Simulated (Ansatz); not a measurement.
This geometry of BFH3N + FH (8 atoms, charge 0, multiplicity 1) is a first-order saddle point.

These are results of RKS r2SCAN-D4/def2-SVP in Ansatz, not measurements.

```xyz
8
Properties=species:S:1:pos:R:3
B 0.003 0.105 0.246
N -0.010 0.078 1.759
H -0.806 -0.400 2.177
H 0.853 -0.179 2.231
H 1.054 0.002 -0.335
F -1.132 -0.320 -0.330
F -0.232 1.890 0.410
H -0.189 1.422 1.381
```

(1) Which two structures does it join? (They come from a converged band through this point; their orientation in space is the band's.)

(2) How far does it lie above each of them?

Results:

(1) Bonds broken: F7–H8. Bonds formed: B1–F7, N2–H8. BFH3N + FH becomes BF2H4N.

Image 0:

```xyz
8
Properties=species:S:1:pos:R:3
B 0.040 -0.257 0.236
N 0.010 -0.126 1.646
H -0.824 -0.366 2.175
H 0.863 -0.145 2.195
H 1.072 -0.168 -0.376
F -1.106 -0.481 -0.400
F -0.307 2.463 0.776
H -0.207 1.679 1.287
```

Image 8:

```xyz
8
Properties=species:S:1:pos:R:3
B 0.040 0.401 0.086
N -0.107 0.212 1.758
H -0.364 -0.747 2.000
H 0.765 0.447 2.236
H 0.941 -0.364 -0.240
F -1.219 0.066 -0.364
F 0.327 1.744 -0.037
H -0.841 0.839 2.098
```

(2) 0.32 eV above the first and 1.41 eV above the second. This is the barrier of this one path; another mechanism may lie lower. The orbitals stay closed-shell, which can raise the energy where a bond breaks towards radicals; this wasn't checked here.

Time of the run: 110 s on 2 threads of Intel(R) Xeon(R) Platinum 8488C (Sapphire Rapids), on a shared host, peak memory 0.17 GiB.
